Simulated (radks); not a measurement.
Question: Species: Pr+. Configuration: [Kr] 4d10 4f(up 1.5, down 1.5) 5s2 6s2 5p(up 3, down 2) (fractional occupations, a model configuration). Calculated with a radial shooting solver on a logarithmic mesh with Libxc functionals: scalar-relativistic Kohn-Sham, PBEsol, spin-polarised, spherical densities, point nucleus. Some entries of the table are withheld. Estimate them.

orbital  occ.  eigenvalue (eV)  <1/r> (bohr^-1)
1s up       1        -41809.77            64.67
1s down     1        -41809.70            64.67
2s up       1        -6735.389            14.92
2s down     1        -6735.353            14.92
2p up       3        -6028.503            14.10
2p down     3        -6028.447            14.10
3s up       1        -1460.999            5.429
3s down     1        -1460.950            5.429
3p up       3        -1237.142            5.136
3p down     3        -1237.086            5.136
3d up       5        -922.7445            4.874
3d down     5        -922.6899            4.874
4s up       1        -298.5883            2.267
4s down     1        -298.4876            2.267
4p up       3        -225.4718            2.088
4p down     3        -225.3655            2.088
4d up       5        -120.9553            1.819
4d down     5        -120.8107            1.821
5s up       1              (1)           0.8868
5s down     1              (2)           0.8882
5p up       3         -31.4886           0.7577
5p down     2         -30.6846           0.7562
4f up     1.5         -11.6499            1.216
4f down   1.5         -11.2658            1.223
6s up       1          -9.5862           0.3333
6s down     1          -9.4788           0.3295

Answer: 
(1) 5s up eigenvalue (eV): -49.4953
(2) 5s down eigenvalue (eV): -48.6968
